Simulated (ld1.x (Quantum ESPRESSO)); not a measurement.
The numbers below are computed, except where a source is named.
## Pseudopotentials across the periodic table

Generated with ld1.x 7.5 (TM, RRKJ, ultrasoft, PAW), atompaw 4.2 or ONCVPSP 4.0.1. The cutoff is in Ry: for ld1.x and atompaw files where the sum of valence levels is converged to 10 mRy in a Bessel basis, for ONCV files where the hardest occupied wave has 1 mHa per electron of residual kinetic energy. The error is the largest all-electron minus pseudo excitation energy over each file’s own four to seven test configurations (ionisations up to +4, promotions, holes and added fractions of an electron), all of which were solved. The labels leave out finer settings (local radius, basis sizes, second energies), which also bear on the numbers. Spin-polarised tests are not counted. The rows are a selection from randomly drawn settings: files with unsolved tests, undetermined cutoffs or missed reference levels are left out.

| element | potential | cutoff (Ry) | largest error (meV) | bound ghosts |
| --- | --- | --- | --- | --- |
| Ne | TM, PBEsol, non-relativistic, rc 0.65/1.50/1.55 (spd), local s, core correction no, reference 2s2 2p3 | 230 | +1590 | none |
| Si | RRKJ, PBE, scalar-relativistic, rc 2.58/2.20 (sp), local smoothed, core correction yes, reference 3s2 3p1 | 15 | -44 | none |
| S | TM, LDA (PZ), scalar-relativistic, rc 1.30/1.25 (sp), local smoothed, core correction yes, reference 3s1.75 3p4.25 | 55 | +222 | none |
| Br | RRKJ, PBE, non-relativistic, rc 1.50/1.40/0.80/1.15 (spdf), local s, core correction yes, reference 3d10 4s2 4p5 | 300 | +511 | none |
| Pt | RRKJ, LDA (PZ), scalar-relativistic, rc 2.25/1.70/1.75 (spd), local s, core correction no, reference 5p6 5d8 6s0 6p0 | 45 | -262 | none |

Fill in the row for Bi: RRKJ, PBE, scalar-relativistic, rc 1.86/2.10/1.32/2.28 (spdf), local s, core correction no, reference 5d10 6s2 6p2.

cutoff 100 Ry, largest error -254 meV, bound ghosts: none.

Fill in the row for Li: RRKJ, PBE, scalar-relativistic, rc 3.15/4.20/4.40 (spd), local d, core correction yes, reference 2s1 2p0.

cutoff 10 Ry, largest error +8.5 meV, bound ghosts: none.

Fill in the row for Lu: TM semilocal, LDA (PZ), scalar-relativistic, rc 1.60/1.90/2.35 (spd), local d, core correction yes, reference 5s2 5p6 5d0 6s0 6p0.

cutoff 55 Ry, largest error +1247 meV, bound ghosts: none.
